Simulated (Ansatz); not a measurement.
Stepwise reaction of `[OH][Y]([OH])[OH]` with ammonia, as a gas-phase model of exchange steps in deposition or etching. ΔE in kJ/mol; ΔG adds harmonic PBE0-D4 terms to CCSD(T)/CBS, at 1 bar.

Computed with Ansatz on PBE0-D4/def2-TZVP structures; ΔE is electronic, products minus reactants. CCSD(T)/CBS is the MP2 limit (def2-TZVPP, def2-QZVPP) plus CCSD(T) − MP2 in def2-TZVPP, frozen cores. This one scheme is used for every species. Functionals use def2-TZVPP. B3LYP here is the variant with VWN-RPA as its local correlation; programs differ in this. def2 core potentials past Kr. For Y outer-core shells are correlated without core-valence functions, which leaves a few kJ/mol of doubt a bond. Each species was taken in one conformer, which may not be the lowest.

```tsv
step	reaction	PBE-D4	B3LYP-D4	ωB97M-V	CCSD(T)/CBS	ΔG(600 K)
1	`[OH][Y]([OH])[OH]` + NH₃ → `[NH2][Y]([OH])[OH]` + H₂O	72.3	76.9	77.0	74.5	67.7
2	`[NH2][Y]([OH])[OH]` + NH₃ → `[NH2][Y]([NH2])[OH]` + H₂O	78.0	81.8	81.6	78.6	72.6
3	`[NH2][Y]([NH2])[OH]` + NH₃ → `[NH2][Y]([NH2])[NH2]` + H₂O	77.2	81.6	82.3	78.7	81.6
```

(1) By hand: ΔE of the 3 steps together at CCSD(T)/CBS.

Results:

(1) (74.5) + (78.6) + (78.7) = 231.8 kJ/mol, or 77.3 kJ/mol a step.

In ΔE the steps differ by no more than 4.2 kJ/mol. All are uphill at CCSD(T)/CBS. ΔG lies between 67.7 and 81.6 kJ/mol a step. PBE-D4 differs from CCSD(T)/CBS by -2.2 to -0.6 kJ/mol a step. Isolated molecules leave out the surface, adducts and barriers. Largest T1 diagnostic: 0.014.
